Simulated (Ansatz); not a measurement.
Cost and result for the atomization energy of C₂H₆FNSi, SMILES `CN(C)[Si]F` (11 atoms, 10 bonds).

```xyz
11

C    -0.565    1.278    0.074
N     0.312    0.130    0.128
C    -0.306   -1.097   -0.323
Si    1.909    0.351    0.697
F     2.468   -1.170    0.571
H    -0.039    2.170    0.427
H    -1.450    1.132    0.705
H    -0.908    1.468   -0.950
H    -1.184   -1.338    0.288
H     0.403   -1.921   -0.256
H    -0.640   -1.004   -1.363
```

Total charge 0; spin multiplicity 1. The structure was optimised at the PBE0-D4/def2-TZVP level. It is one conformer, not always the lowest. Program: Ansatz. All runs use 4 threads of an AMD EPYC 9R45 on a shared host. Times are those of one run each, without the atoms' runs, and a repeat can differ threefold. Electronic energies, without spin–orbit coupling; frozen cores. CCSD(T)/CBS adds CCSD(T) − MP2 in def2-TZVPP to the MP2 limit, and its time is that of the two runs behind it. T1 = 0.013. B3LYP takes the VWN-RPA correlation (the form of Gaussian; ORCA's B3LYP/G). HSE06 is the plane-wave form, built on full-range PBE exchange.

CCSD(T)/CBS is a level of theory with its own doubt, some kJ/mol a heavy atom from the limit and from the frozen cores, so smaller differences don't rank the functionals.

| level | functions | wall time |
| --- | --- | --- |
| LDA (SPW92)/def2-TZVPP | 250 | 0.7 s |
| revPBE-D4/def2-TZVPP | 250 | 1 s |
| PBE0-D4/def2-TZVPP | 250 | 1.4 s |
| HSE06-D4/def2-TZVPP | 250 | 1.4 s |
| B3LYP-D4/def2-TZVPP (with forces) | 250 | 2 s |
| B2PLYP/def2-TZVPP | 250 | 2.5 s |
| CCSD(T)/def2-SVP | 104 | 2.6 s |
| PBE-QIDH/def2-TZVPP | 250 | 2.7 s |
| ωB97X-V/def2-TZVPP | 250 | 3.2 s |
| B97M-V/def2-TZVPP | 250 | 3.5 s |
| MP2/def2-QZVPP | 478 | 11 s |
| CCSD(T)/def2-TZVPP | 250 | 57 s |
| CCSD(T)/CBS(def2) | – | 68 s |

(1) What atomization energy does each give, and how far from CCSD(T)/CBS? (An estimate is asked.)

## Answers

(1) The calculation gave: 
| level | atomization (kJ/mol) | difference from CCSD(T)/CBS | per bond |
| --- | --- | --- | --- |
| LDA (SPW92)/def2-TZVPP | 4855.1 | 619.3 | 61.9 |
| revPBE-D4/def2-TZVPP | 4219.8 | -16.0 | -1.6 |
| PBE0-D4/def2-TZVPP | 4236.0 | 0.2 | 0.0 |
| HSE06-D4/def2-TZVPP | 4239.0 | 3.2 | 0.3 |
| B3LYP-D4/def2-TZVPP (with forces) | 4245.5 | 9.7 | 1.0 |
| B2PLYP/def2-TZVPP | 4196.3 | -39.5 | -4.0 |
| CCSD(T)/def2-SVP | 3988.5 | -247.3 | -24.7 |
| PBE-QIDH/def2-TZVPP | 4195.3 | -40.5 | -4.0 |
| ωB97X-V/def2-TZVPP | 4247.8 | 12.0 | 1.2 |
| B97M-V/def2-TZVPP | 4239.3 | 3.5 | 0.4 |
| MP2/def2-QZVPP | 4257.0 | 21.2 | 2.1 |
| CCSD(T)/def2-TZVPP | 4120.0 | -115.8 | -11.6 |
| CCSD(T)/CBS(def2) | 4235.8 | 0.0 | 0.0 |

At CCSD(T), def2-SVP lies −247.3 kJ/mol from the extrapolated value and def2-TZVPP −115.8 kJ/mol: correlation converges slowly with the basis, and small sets miss more of it in the bonded molecule than in its fragments. In def2-TZVPP, CCSD(T) changes the Hartree–Fock value by +1069.5 kJ/mol (the triples alone add +63.4 kJ/mol) and MP2 by +1136.8 kJ/mol; breaking electron pairs costs correlation energy, which Hartree–Fock lacks. The D4 term adds +36.6 kJ/mol with B3LYP and +19.1 kJ/mol with PBE0; it sums over pairs of atoms, weighted by their polarisabilities, and B3LYP, whose exchange is more repulsive, gets the larger term.
